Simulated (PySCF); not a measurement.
# Core-level binding energies of BMe2(OiPr)

Compound: BMe2(OiPr), C5H13BO.
Z-matrix (Å and degrees, PBE0-D3(BJ)/def2-SVP geometry), rows numbered from 1:
```
B 
C   1  1.5850
H   2  1.1034  1  111.53
H   2  1.1039  1  111.22  3  -118.24
H   2  1.0993  1  112.41  3   121.15
C   1  1.5748  2  121.74  3  -122.92
H   6  1.1040  1  110.07  2   -59.08
H   6  1.0992  1  113.22  2   179.07
H   6  1.1036  1  110.27  2    56.90
O   1  1.3586  2  121.91  3    57.31
C  10  1.4178  1  125.19  2    -1.44
C  11  1.5181 10  109.21  1   -97.03
C  11  1.5165 10  107.84  1   140.28
H  11  1.1045 10  109.51  1    22.02
H  12  1.1009 11  110.23 10   -60.43
H  12  1.1004 11  110.86 10   179.44
H  12  1.1002 11  110.88 10    59.26
H  13  1.0997 11  110.61 10   -59.41
H  13  1.1007 11  110.16 10    59.97
H  13  1.1002 11  110.89 10  -179.82
```

Theory: PySCF, delta-SCF UKS SCAN, pcX-2 on the ionised atom, pcseg-1 elsewhere, spin-free X2C. Binding energies are ΔSCF values: E(core-ionised, relaxed orbitals) − E(ground state) at a fixed geometry, referred to the vacuum level.

Q: What binding energy does each computed site have?

A: 
| atom(s) | environment | level | binding energy (eV) | above the level's lowest (eV) | count |
| --- | --- | --- | --- | --- | --- |
| B1 | boron bonded to 2 C and O | B 1s | 195.83 | 0.00 | 1 |
| C2/C6 | carbon bonded to B and 3 H | C 1s | 289.92 | 0.00 | 2 |
| C12/C13 | carbon bonded to C and 3 H | C 1s | 290.63 | +0.71 | 2 |
| C11 | carbon bonded to 2 C, O and H | C 1s | 292.05 | +2.13 | 1 |
| O10 | oxygen bonded to B and C | O 1s | 537.96 | 0.00 | 1 |

The listed C 1s values span 2.13 eV, from C2/C6 (bonded to 3 H and B) to C11 (bonded to O, 2 C and H). The widest gap between neighbouring values is 1.42 eV, between 290.63 and 292.05 eV.

Q: Which photon energy gives electrons from C 1s of C2/C6 a kinetic energy of 50 eV, and what is their de Broglie wavelength?

A: hν = 289.92 + 50 = 339.92 eV, recoil neglected; λ = 12.264 Å/√(E/eV) = 1.73 Å.

Q: Which photon wavelength matches the C 1s of C2/C6 threshold?

A: λ = hc/E = 12398.42 eV Å / 289.92 eV = 42.765 Å.

One atom of each set of topologically equivalent atoms was ionised and stands for the set; in this conformer not all members are related by symmetry, and their own values weren't computed. The structure is a single PBE0-D3(BJ)/def2-SVP conformer in the gas phase; no vibrational or solvent corrections.
